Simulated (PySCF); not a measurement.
Species: (NaF)2 ring, Na2F2.
Z-matrix (Å and degrees, PBE0-D3(BJ)/def2-SVP geometry), rows numbered from 1:
```
Na
F   1  2.0353
Na  2  2.0347  1   87.46
F   1  2.0347  2   92.54  3     0.10
```

Level of theory: PySCF 2.14.0, density-fitted response routines, TDDFT PBE0/def2-SVPD, vertical, gas phase, core orbitals frozen in the response.

```csv
state,E (eV),E (kJ/mol),λ (nm),f,"main configurations (H = HOMO, L = LUMO)"
S1,6.03,581,205.7,0.034,H→L (98%)
S2,6.10,589,203.1,0.0000,H-1→L (98%)
S3,6.33,610,196.0,0.053,H-2→L (98%)
S4,6.39,617,193.9,0.0000,H-3→L (98%)
S5,6.48,626,191.2,0.0000,H→L+1 (97%)
S6,6.59,636,188.1,0.0000,H-1→L+1 (97%)
S7,6.61,638,187.6,0.102,H-4→L (98%)
S8,6.67,643,185.9,0.0000,H-5→L (96%)
S9,6.78,654,182.9,0.0000,H-2→L+1 (97%)
S10,6.98,673,177.7,0.0032,H-3→L+1 (94%)
```

Triplets, Tamm–Dancoff:

| state | E (eV) | λ (nm) | main configurations (H = HOMO, L = LUMO) |
| --- | --- | --- | --- |
| T1 | 5.94 | 208.7 | H→L (97%) |
| T2 | 6.03 | 205.6 | H-1→L (96%) |
| T3 | 6.21 | 199.7 | H-2→L (95%) |
| T4 | 6.31 | 196.5 | H-3→L (96%) |

The lowest singlet comes at 206 nm (581 kJ/mol) in the ultraviolet; it is of moderate strength; its leading configuration is HOMO→LUMO (98%). The strongest level in the table is S7 at 6.61 eV (188 nm, f = 0.102). Löwdin shares by element: HOMO fluorine 98%; LUMO sodium 97%. Weighted by f, the mean energy of these states is 6.43 eV. Orbital energies (eV): HOMO-3 -8.07, HOMO-2 -7.97, HOMO-1 -7.78, HOMO -7.66, LUMO -0.54, LUMO+1 -0.19, LUMO+2 0.60. The listed states span 0.95 eV, and the widest gap between neighbours is 0.22 eV (S2 to S3). All these states lie below the vertical ionisation energy of 10.30 eV (ΔSCF). Only the lowest 10 singlets were computed, as vertical energies without vibronic structure.
